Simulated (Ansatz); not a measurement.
`F[CH]([SiH3])[GaH2]` + `PP` → `P[PH][GaH2]` + `FC[SiH3]` at 400 K and 1 bar (ligand exchange at a Ga–C bond).

Program: Ansatz. Geometries: PBE0-D4/def2-TZVP. ΔE: electronic, gas phase. CCSD(T)/CBS adds triple-zeta CCSD(T) − MP2 to the extrapolated MP2 energy (def2 sets, frozen cores). This one scheme is used for every species. For Ga outer-core shells are correlated without core-valence functions, which leaves a few kJ/mol of doubt a bond. Scalar relativity is left out up to krypton. Each species was taken in one conformer, which may not be the lowest.

```csv
species,CCSD(T)/CBS energy (Eh),H − E (kJ/mol),S (J/(mol·K))
`F[CH]([SiH3])[GaH2]`,-2354.42561,182.9,391.4
`PP`,-684.26248,112.6,293.5
`P[PH][GaH2]`,-2608.80809,138.5,364.2
`FC[SiH3]`,-429.90570,165.5,311.5
```

H − E and S are ideal-gas, rigid-rotor, harmonic terms from PBE0-D4/def2-TZVP, for one conformer and one mirror image of each species. 1 Eh = 2625.50 kJ/mol, R = 8.31446 J/(mol·K).

By hand: ΔE, ΔH, ΔS and ΔG.

ΔE = (-2608.80809) + (-429.90570) − (-2354.42561) − (-684.26248) = -0.02570 Eh = -67.5 kJ/mol. Δ(H − E) = 138.5 + 165.5 − 182.9 − 112.6 = 8.5, so ΔH = -59.0 kJ/mol. ΔS = 364.2 + 311.5 − 391.4 − 293.5 = -9.2 J/(mol·K). ΔG = -59.0 − 400 × (-9.2)/1000 = -55.3 kJ/mol.

By hand: the equilibrium constant, and the temperature at which ΔG would vanish if ΔH and ΔS stayed fixed.

log₁₀ K = −ΔG/(RT ln 10) = 7.2. ΔG = 0 at ΔH/ΔS = 6413 K, far beyond where these terms or the molecules hold.

The number of gas molecules stays the same, so ΔS is small and ΔH decides. A doubt of 5 kJ/mol in ΔE shifts log₁₀ K by 0.7 here. Other conformers and mirror images would add mixing entropy, several J/(mol·K) or more a flexible species. These are equilibria of isolated gas molecules and say nothing of rates. Largest T1 diagnostic: 0.014 (customary marks: 0.02 for closed shells, 0.045 for open ones).
